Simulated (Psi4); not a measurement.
C₃H₉Ge (SMILES C[CH][CH2][GeH3]), doublet, at a GFN2-xTB geometry; R2SCAN/pcseg-1 run with Psi4.

Here is a job for Psi4.
```
memory 2 GB

molecule mol {
0 2
C     2.341588    1.088337   -0.232543
C     1.813086   -0.212453    0.235146
C     0.571285   -0.283754    0.990091
Ge   -1.074531   -0.176960   -0.196416
H     3.391747    1.010313   -0.507028
H     2.229698    1.853583    0.536823
H     1.794974    1.444493   -1.117907
H     2.222002   -1.116305   -0.184952
H     0.485135   -1.220316    1.542918
H     0.477787    0.549384    1.690090
H    -1.128612   -1.309313   -1.176367
H    -1.069103    1.077905   -1.016006
H    -2.374402   -0.179787    0.561568
}

set {
  basis pcseg-1
  reference uks
  puream false
}

energy('r2scan')
print_variables()
```

It wrote (shortened):

```
   => Loading Basis Set <=

    Name: PCSEG-1
    Role: ORBITAL
    Keyword: BASIS

         ---------------------------------------------------------
                                   SCF
               by Justin Turney, Rob Parrish, Andy Simmonett
                          and Daniel G. A. Smith
                              UKS Reference
         ---------------------------------------------------------

  ==> Geometry <==

    Molecular point group: c1
    Full point group: C1

    Geometry (in Angstrom), charge = 0, multiplicity = 2:

       Center              X                  Y                   Z               Mass
    ------------   -----------------  -----------------  -----------------  -----------------
         C            2.481452358040     1.120684359279    -0.213421822795    12.000000000000
         C            1.952950358040    -0.180105640721     0.254267177205    12.000000000000
         C            0.711149358040    -0.251406640721     1.009212177205    12.000000000000
         GE          -0.934666641960    -0.144612640721    -0.177294822795    73.921177761000
         H            3.531611358040     1.042660359279    -0.487906822795     1.007825032230
         H            2.369562358040     1.885930359279     0.555944177205     1.007825032230
         H            1.934838358040     1.476840359279    -1.098785822795     1.007825032230
         H            2.361866358040    -1.083957640721    -0.165830822795     1.007825032230
         H            0.624999358040    -1.187968640721     1.562039177205     1.007825032230
         H            0.617651358040     0.581731359279     1.709211177205     1.007825032230
         H           -0.988747641960    -1.276965640721    -1.157245822795     1.007825032230
         H           -0.929238641960     1.110252359279    -0.996884822795     1.007825032230
         H           -2.234537641960    -0.147439640721     0.580689177205     1.007825032230

  Running in c1 symmetry.

  Rotational constants: A =      0.37918  B =      0.06766  C =      0.06241 [cm^-1]
  Rotational constants: A =  11367.47295  B =   2028.39520  C =   1871.12392 [MHz]
  Nuclear repulsion =  258.439093114663820

  Charge       = 0
  Multiplicity = 2
  Electrons    = 59
  Nalpha       = 30
  Nbeta        = 29

  ==> Algorithm <==

  SCF Algorithm Type is DF.
  DIIS enabled.
  MOM disabled.
  Fractional occupation disabled.
  Guess Type is SAD.
  Energy threshold   = 1.00e-06
  Density threshold  = 1.00e-06
  Integral threshold = 1.00e-12

  ==> Primary Basis <==

  Basis Set: PCSEG-1
    Blend: PCSEG-1
    Number of shells: 56
    Number of basis functions: 119
    Number of Cartesian functions: 119
    Spherical Harmonics?: false
    Max angular momentum: 2

  ==> DFT Potential <==

   => LibXC <=

    Version 7.1.2
    S. Lehtola, C. Steigemann, M. J. T. Oliveira, and M. A. L. Marques,  SoftwareX 7, 1–5 (2018) (10.1016/j.softx.2017.11.002)

   => Composite Functional: R2SCAN <=

    r2SCAN Meta-GGA XC Functional  (0.1021/acs.jpclett.0c02405)
    J. W. Furness, A. D. Kaplan, J. Ning, J. P. Perdew, J. Sun  J. Phys. Chem. Lett.  11, 8208–8215, 2020

    Deriv               =              1
    GGA                 =           TRUE
    Meta                =           TRUE

    Exchange Hybrid     =          FALSE
    MP2 Hybrid          =          FALSE

   => Exchange Functionals <=

    1.0000   XC_MGGA_X_R2SCAN

   => Correlation Functionals <=

    1.0000   XC_MGGA_C_R2SCAN

   => LibXC Density Thresholds  <==

    XC_MGGA_C_R2SCAN:  1.00E-15
    XC_MGGA_X_R2SCAN:  1.00E-11

   => Molecular Quadrature <=

    Radial Scheme          =       TREUTLER
    Pruning Scheme         =           NONE
    Nuclear Scheme         =       TREUTLER

    Blocking Scheme        =         OCTREE
    BS radius alpha        =              1
    Pruning alpha          =              1
    Radial Points          =             75
    Spherical Points       =            302
    Total Points           =         278307
    Total Blocks           =           2110
    Max Points             =            256
    Max Functions          =            114
    Weights Tolerance      =       1.00E-15

   => Loading Basis Set <=

    Name: (PCSEG-1 AUX)
    Role: JKFIT
    Keyword: DF_BASIS_SCF

  ==> Integral Setup <==

  SCF_SUBTYPE=INCORE selected. In-core MEM_DF algorithm will be used.
  Using in-core AOs.

  ==> MemDFJK: Density-Fitted J/K Matrices <==

    J tasked:                   Yes
    K tasked:                    No
    wK tasked:                   No
    Algorithm:                 Core
    Schwarz Cutoff:           1E-12
    Mask sparsity (%):       3.6438
    Fitting Condition:        1E-10

   => Auxiliary Basis Set <=

  Basis Set: (PCSEG-1 AUX)
    Blend: DEF2-UNIVERSAL-JKFIT
    Number of shells: 189
    Number of basis functions: 818
    Number of Cartesian functions: 818
    Spherical Harmonics?: false
    Max angular momentum: 5

  Minimum eigenvalue in the overlap matrix is 1.4158028732E-03.
  Reciprocal condition number of the overlap matrix is 1.7857911850E-04.
    Using symmetric orthogonalization.

  ==> Pre-Iterations <==

  SCF Guess: Superposition of Atomic Densities via on-the-fly atomic UHF (no occupation information).

   -------------------------
    Irrep   Nso     Nmo
   -------------------------
     A        119     119
   -------------------------
    Total     119     119
   -------------------------

  ==> Iterations <==

                           Total Energy        Delta E     RMS |[F,P]|

   @DF-UKS iter SAD: -2192.64970306536179   -2.19265e+03   0.00000e+00
   @DF-UKS iter   1: -2195.21736589594093   -2.56766e+00   1.25343e-02 DIIS/ADIIS
   @DF-UKS iter   2: -2194.86831263652493    3.49053e-01   1.54545e-02 DIIS/ADIIS
   @DF-UKS iter   3: -2196.32249507882398   -1.45418e+00   1.21931e-03 DIIS/ADIIS
   @DF-UKS iter   4: -2196.31935486612838    3.14021e-03   1.40572e-03 DIIS/ADIIS
   @DF-UKS iter   5: -2196.33527290930579   -1.59180e-02   1.12315e-04 DIIS/ADIIS
   @DF-UKS iter   6: -2196.33536785245087   -9.49431e-05   4.28051e-05 DIIS
   @DF-UKS iter   7: -2196.33538274534249   -1.48929e-05   1.33801e-05 DIIS
   @DF-UKS iter   8: -2196.33538437781090   -1.63247e-06   6.17201e-06 DIIS
   @DF-UKS iter   9: -2196.33538477032653   -3.92516e-07   1.86475e-06 DIIS
   @DF-UKS iter  10: -2196.33538480584548   -3.55190e-08   8.31558e-07 DIIS
  Energy and wave function converged.

  ==> Post-Iterations <==

   Electrons on quadrature grid:
      Nalpha   =   30.0000061592 ; deviation = 6.159e-06
      Nbeta    =   29.0000007083 ; deviation = 7.083e-07
      Ntotal   =   59.0000068675 ; deviation = 6.868e-06

   @Spin Contamination Metric:   6.787582778E-03
   @S^2 Expected:                7.500000000E-01
   @S^2 Observed:                7.567875828E-01
   @S   Expected:                5.000000000E-01
   @S   Observed:                5.000000000E-01

    Orbital Energies [Eh]
    ---------------------

    Alpha Occupied:

[...]
    Alpha Virtual:

[...]
    Beta Occupied:

[...]
    Beta Virtual:

[...]
    Final Occupation by Irrep:
              A
    DOCC [    29 ]
    SOCC [     1 ]
    NA   [    30 ]
    NB   [    29 ]

  @DF-UKS Final Energy: -2196.33538480584548

   => Energetics <=

    Nuclear Repulsion Energy =            258.4390931146638195
    One-Electron Energy =               -3568.3473024343797988
    Two-Electron Energy =                1212.1651841430730201
    DFT Exchange-Correlation Energy =     -98.5923596292026190
    Empirical Dispersion Energy =           0.0000000000000000
    VV10 Nonlocal Energy =                  0.0000000000000000
    Total Energy =                      -2196.3353848058454787

  UHF NO Occupations:
  HONO-2 :   28  A 1.9989147
  HONO-1 :   29  A 1.9983395
  HONO-0 :   30  A 1.0000000
  LUNO+0 :   31  A 0.0016605
  LUNO+1 :   32  A 0.0010853
  LUNO+2 :   33  A 0.0002002
  LUNO+3 :   34  A 0.0001864

Computation Completed

Properties will be evaluated at   0.000000,   0.000000,   0.000000 [a0]

Properties computed using the SCF density matrix

 Multipole Moments:

 ------------------------------------------------------------------------------------
     Multipole            Electronic (a.u.)      Nuclear  (a.u.)        Total (a.u.)
 ------------------------------------------------------------------------------------

 L = 1.  Multiply by 2.5417464519 to convert [e a0] to [Debye]
 Dipole X            :        -15.4089291           15.5939919            0.1850628
 Dipole Y            :         -3.5749267            3.6065635            0.0316368
 Dipole Z            :         -2.0266050            2.1318765            0.1052715
 Magnitude           :                                                    0.2152468

 ------------------------------------------------------------------------------------

  Variable Map:
  ----------------------------------------------------------------------------
[...]
  Array Variable Map:
  ----------------------------------------------------------------------------
[...]
[...]
```
